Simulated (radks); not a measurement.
Values are calculated unless marked as measured or tabulated.
Isoelectronic series with 19 electrons, each ion in its NIST ground configuration. Code: a radial shooting solver on a logarithmic mesh with Libxc functionals. Model: Dirac Kohn-Sham, PBE, spin-unpolarised, spherical densities, point nucleus; open shells fill j = l - 1/2 first. Total energies (hartree) and orbital eigenvalues (hartree) (* marks an orbital that is empty in some or all of the ions):

ion,configuration,E (hartree),4s1/2*,3p3/2
K,[Ar] 4s1,-602.08996,-0.08522,-0.68805
Sc2+,[Ar] 3d1,-763.34081,-0.58375,-1.79219
V4+,[Ar] 3d1,-945.46157,-1.43419,-3.53065
Mn6+,[Ar] 3d1,-1148.28776,-2.56975,-5.75770
Co8+,[Ar] 3d1,-1371.89517,-3.97585,-8.45063
Cu10+,[Ar] 3d1,-1616.39593,-5.64735,-11.60196
Ga12+,[Ar] 3d1,-1881.92498,-7.58231,-15.20830
As14+,[Ar] 3d1,-2168.63606,-9.78028,-19.26807
Br16+,[Ar] 3d1,-2476.70022,-12.24167,-23.78063
Rb18+,[Ar] 3d1,-2806.30545,-14.96745,-28.74594
Nb22+,[Ar] 3d1,-3530.97659,-21.21812,-40.03652
Tc24+,[Ar] 3d1,-3926.50559,-24.74678,-46.36332
Rh26+,[Ar] 3d1,-4344.50330,-28.54731,-53.14581
Ag28+,[Ar] 3d1,-4785.24922,-32.62229,-60.38522
In30+,[Ar] 3d1,-5249.04394,-36.97455,-68.08293
Sb32+,[Ar] 3d1,-5736.21038,-41.60719,-76.24045
I34+,[Ar] 3d1,-6247.09529,-46.52358,-84.85941
Cs36+,[Ar] 3d1,-6782.0709,-51.72735,-93.94158
La38+,[Ar] 3d1,-7341.5365,-57.22244,-103.4888
Pr40+,[Ar] 3d1,-7925.9210,-63.01309,-113.5032
Pm42+,[Ar] 3d1,-8535.6846,-69.10388,-123.9867
Eu44+,[Ar] 3d1,-9171.3218,-75.49973,-134.9416
Tb46+,[Ar] 3d1,-9833.3641,-82.20593,-146.3703
